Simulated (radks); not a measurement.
Results of a calculation; reference values are marked as such.
Task: These are the eigenvalues of the occupied orbitals of an atom or ion with whole-number occupations (eV). Code: a radial shooting solver on a logarithmic mesh with Libxc functionals. Model: scalar-relativistic Kohn-Sham, SCAN, spin-unpolarised, spherical densities, finite nucleus; meta-GGA in the generalised Kohn-Sham scheme; Fermi nuclear charge, rms radius of each element as measured or else 0.836 A^(1/3) + 0.57 fm.

orbital  eigenvalue
1s        -61384.80
2s        -10486.86
2p        -9247.516
3s        -2433.305
3p        -2057.185
3d        -1598.921
4s        -543.5753
4p        -419.2528
4d        -255.0974
5s        -121.1660
5p         -89.9388
4f         -75.0132

Which element is it, and in what charge state? The configuration may be excited.

Result: Z = 70, ytterbium, charge +5: Yb5+ in [Kr] 4d10 4f12 5s2 5p5. The list shows which subshells hold electrons but not how many an open one holds; the 1s level, -2255.8 hartree, gives Z - s = 67.2 by -(Z - s)^2/2, which with screening and relativity narrows Z to a few neighbours, and the depths of the outer levels then fix element, charge and occupations together.
